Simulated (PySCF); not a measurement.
Al(Et)(OH)(OMe) (C3H9AlO2), SMILES C[CH2][Al]([OH])[O]C. Coordinates come from a B3LYP-D3(BJ)/def2-SVP optimisation. One conformer was computed; it need not be the lowest.

**Question.** Give the equilibrium geometry at B3LYP-D3(BJ)/def2-SVP (PySCF confirms it by a frequency run) as bond lengths and angles. (The exact figures need the calculation; the answer reports its results.)

**Answer.** This is not unique; one that fits is 
Atoms: Al1 C2 C3 H4 H5 H6 H7 H8 O9 H10 O11 C12 H13 H14 H15. Bond lengths (Å): Al1–C2 1.948, Al1–O9 1.707, Al1–O11 1.701, C2–C3 1.536, C2–H4 1.106, C2–H5 1.106, C3–H6 1.102, C3–H7 1.102, C3–H8 1.104, O9–H10 0.960, O11–C12 1.392, C12–H13 1.106, C12–H14 1.109, C12–H15 1.106. Angles (°): C2–Al1–O9 118.9, C2–Al1–O11 119.2, O9–Al1–O11 121.9, Al1–C2–C3 116.1, Al1–C2–H4 107.3, Al1–C2–H5 107.3, C3–C2–H4 110.5, C3–C2–H5 110.5, H4–C2–H5 104.3, C2–C3–H6 111.7, C2–C3–H7 111.7, C2–C3–H8 112.0, H6–C3–H7 106.5, H6–C3–H8 107.3, H7–C3–H8 107.3, Al1–O9–H10 128.0, Al1–O11–C12 141.4, O11–C12–H13 110.9, O11–C12–H14 113.1, O11–C12–H15 110.9, H13–C12–H14 107.3, H13–C12–H15 107.2, H14–C12–H15 107.3.
Charge 0, spin multiplicity 1.
